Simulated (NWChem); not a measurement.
Species: CH6FNOSi; SMILES C[Si@@](N)(O)F

```xyz
11

C     -0.0889    -1.7535     0.5110
Si    -0.0113     0.0279     0.0017
N     -1.5256     0.5600    -0.5603
O      0.4400     1.0855     1.1946
F      1.1828     0.1274    -1.1149
H     -0.4364    -2.3873    -0.3202
H     -0.7770    -1.8906     1.3583
H      0.9052    -2.1196     0.8098
H     -2.1456    -0.0340    -1.0948
H     -1.7233     1.5443    -0.6913
H      1.3824     1.2670     1.2477
```
Atoms are numbered in this order, from 1.

Program: NWChem. Coordinates come from a PBE0/def2-SVP optimisation. Level PBE/def2-SVP: energy and gradient on several grids; changes count from the extra-fine grid, which is no exact limit either.

### Question
Which is the coarsest grid (xcoarse; fine; xfine; medium; coarse) from which on the energy stays within 50 μHa and each gradient component within 100 μHa/bohr of xfine?

### Answer
medium.
```csv
grid,size of the energy change (μHa),largest change of a gradient component (μHa/bohr),"time, medium = 1 (rough)"
xcoarse,1000,1000,about 1
coarse,50,300,about 1
medium,< 10,< 30,about 1
fine,< 10,< 30,about 1
xfine,< 10,< 30,2
```
